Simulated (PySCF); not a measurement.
**Atomic charges against the basis set**

C4H10O2S.
Geometry (PBE0-D3(BJ)/def2-SVP, Å), atoms numbered from 1 in this order:
```xyz
17
C4H10O2S angstrom
C      2.8935    0.2633    0.6558
C      1.5566   -0.3898    0.3637
S      0.2421    0.7291    0.8672
O      0.3250    0.8858    2.3206
O      0.2960    1.9056   -0.0030
C     -1.2769   -0.1588    0.4968
C     -2.4615    0.7012    0.8915
H      2.9852    0.4799    1.7293
H      2.9872    1.2083    0.1027
H      3.7153   -0.4031    0.3585
H      1.4108   -1.3201    0.9326
H      1.4077   -0.5881   -0.7081
H     -1.2561   -0.3778   -0.5811
H     -1.2343   -1.1016    1.0622
H     -2.4298    0.9264    1.9667
H     -2.4471    1.6505    0.3379
H     -3.4021    0.1779    0.6690
```

PBE0 throughout (PySCF), one geometry, spherical d and f functions. Geometry: PBE0-D3(BJ)/def2-SVP, one conformer, isolated molecule. Atoms taken as equivalent share a column and are averaged.

Mulliken charges (e):

```tsv
basis	functions	C1/C7	C2/C6	S3	O4/O5	H8 (×6)	H11/H12/H13/H14
STO-3G	49	-0.241	-0.260	+1.059	-0.481	+0.092	+0.088
pcSseg-0	87	-0.636	-0.736	+1.481	-0.757	+0.268	+0.293
6-31G	87	-0.508	-0.591	+1.235	-0.613	+0.211	+0.230
6-31G*	122	-0.556	-0.541	+1.188	-0.563	+0.211	+0.217
cc-pVDZ	152	-0.089	-0.198	+0.775	-0.469	+0.071	+0.078
def2-SVP	152	-0.084	-0.126	+0.656	-0.494	+0.073	+0.078
pcSseg-1	176	-0.288	-0.362	+0.914	-0.557	+0.144	+0.159
aug-cc-pVDZ	255	+0.381	+0.341	+1.955	-0.992	-0.088	-0.222
6-311+G(2d,p)	257	-0.637	-0.186	+0.817	-0.481	+0.177	+0.182
def2-TZVP	283	-0.401	-0.206	+0.750	-0.472	+0.147	+0.131
```

IAO charges (e):

| basis | functions | C1/C7 | C2/C6 | S3 | O4/O5 | H8 (×6) | H11/H12/H13/H14 |
| --- | --- | --- | --- | --- | --- | --- | --- |
| STO-3G | 49 | -0.400 | -0.419 | +1.428 | -0.604 | +0.143 | +0.139 |
| pcSseg-0 | 87 | -0.431 | -0.457 | +1.704 | -0.812 | +0.166 | +0.175 |
| 6-31G | 87 | -0.442 | -0.436 | +1.688 | -0.824 | +0.170 | +0.174 |
| 6-31G* | 122 | -0.421 | -0.453 | +1.953 | -0.896 | +0.159 | +0.159 |
| cc-pVDZ | 152 | -0.421 | -0.448 | +1.936 | -0.885 | +0.157 | +0.157 |
| def2-SVP | 152 | -0.411 | -0.443 | +1.946 | -0.893 | +0.154 | +0.155 |
| pcSseg-1 | 176 | -0.419 | -0.450 | +1.954 | -0.899 | +0.158 | +0.159 |
| aug-cc-pVDZ | 255 | -0.432 | -0.447 | +1.951 | -0.905 | +0.162 | +0.162 |
| 6-311+G(2d,p) | 257 | -0.434 | -0.460 | +1.997 | -0.918 | +0.162 | +0.163 |
| def2-TZVP | 283 | -0.434 | -0.466 | +2.028 | -0.925 | +0.162 | +0.163 |

Some averages cover members that differ in this geometry, most widely: H8 (×6), Mulliken in 6-311+G(2d,p) +0.154 to +0.190; H8 (×6), Mulliken in aug-cc-pVDZ -0.109 to -0.076; H8 (×6), Mulliken in 6-31G +0.192 to +0.221 e.

**Question.** Which scheme is steadiest as the basis changes?

**Answer.** Largest range over the bases for any column: IAO 0.60 e, Mulliken 1.30 e. IAO charges move least and Mulliken charges most, counted in e. Without the minimal STO-3G basis the ranges are IAO 0.34, Mulliken 1.30 e.

**Question.** How much do the charges still move between the two largest bases, 6-311+G(2d,p) and def2-TZVP?

**Answer.** At most, over all atoms: Mulliken 0.237 e, IAO 0.030 e.

**Question.** What do the same runs give for the total energy, the frontier levels and the dipole moment?

**Answer.** 
| basis | energy (Eh) | HOMO (eV) | LUMO (eV) | μ (D) |
| --- | --- | --- | --- | --- |
| STO-3G | -697.9411 | -2.77 | 5.42 | 3.22 |
| pcSseg-0 | -705.1945 | -7.92 | 1.28 | 4.89 |
| 6-31G | -706.2350 | -7.88 | 1.58 | 5.30 |
| 6-31G* | -706.5239 | -7.93 | 1.64 | 4.32 |
| cc-pVDZ | -706.5464 | -7.82 | 1.18 | 4.18 |
| def2-SVP | -706.1852 | -7.96 | 1.12 | 4.30 |
| pcSseg-1 | -706.4903 | -8.12 | 0.78 | 4.41 |
| aug-cc-pVDZ | -706.5835 | -8.07 | -0.36 | 4.39 |
| 6-311+G(2d,p) | -706.6776 | -8.18 | -0.13 | 4.39 |
| def2-TZVP | -706.7245 | -8.16 | 0.60 | 4.28 |

The dipole is fixed by the density alone, so its range of 2.08 D shows that the density itself changes with the basis, not only its division among atoms.
